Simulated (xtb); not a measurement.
Al(Me)3 (C3H9Al), SMILES [CH3][Al]([CH3])[CH3]. All values are semi-empirical tight-binding results from xtb (GFN2-xTB unless named), good for trends rather than for accurate numbers. Geometry: GFN2-xTB. The isomer is the one that the SMILES or the coordinates give; other isomers of the formula were not compared.

For metal compounds this method's bond lengths and energies can be far off.

```json
{
 "orbital_gap": "4.62 eV",
 "zero_point_energy": "63.8 kcal/mol",
 "G − E(el) at 298.15 K (modified RRHO)": "43.1 kcal/mol"
}
```
